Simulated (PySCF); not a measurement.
Method: PBE-D3(BJ)/def2-TZVP // PBE0-D3(BJ)/def2-TZVP (PySCF). Isolated molecules, 0 K electronic values unless said otherwise. Delta-SCF ions had no search for a lower state. 

Reference species (SMILES): `Cl/[SiH]=[SiH]/Cl` (neutral, multiplicity 1).

```
Quantity                                   Value
--------------------------------------  --------
LUMO                                    -3.45 eV
vertical ionisation energy (Delta-SCF)   8.12 eV
```

Changed species: `[SiH2]=[Si](Cl)Cl`.

**Question.** Predict the effect on the LUMO and vertical ionisation energy (Delta-SCF).

**Answer.** the LUMO rises by 0.06 eV, to -3.39 eV; the vertical ionisation energy (Delta-SCF) rises by 0.18 eV, to 8.30 eV.
